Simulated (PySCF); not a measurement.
**Tin: a sound run and one with changed settings**

Sound run: Sn⁺ [Kr] 4d10 5s2 5p1, Sn²⁺ [Kr] 4d10 5s2. Calculation: PySCF 2.14, in def2-SVP with the def2 core potential (28 electrons) (4s4p2d, 26 functions); a scalar-relativistic core potential. In the sound run the correlated levels freeze 4s2 4p6 4d10 outside the core potential. The sound run starts from symmetry-adapted Hartree-Fock orbitals and uses a fine grid where one is needed.

A second run was set up differently.

| species | method | sound run (hartree) | changed run (hartree) | converged |
| --- | --- | --- | --- | --- |
| Sn⁺ | MP2 | -213.11102 | -213.14726 | yes |
| Sn²⁺ | MP2 | -212.60197 | -212.63570 | yes |

Ionisation energy of Sn⁺:

```
 method  sound run (eV)  changed run (eV)
    UHF          13.718            13.718
    MP2          13.852            13.920
SCS-MP2          13.835            13.875
```

(1) What was changed?
A. all electrons correlated in a valence basis
B. a valence shell is frozen
C. level shift left on
D. too few SCF iterations

Answers

(1) A. A valence basis has no tight correlating functions, so it recovers only part of the core correlation, and not evenly between atom and ion.
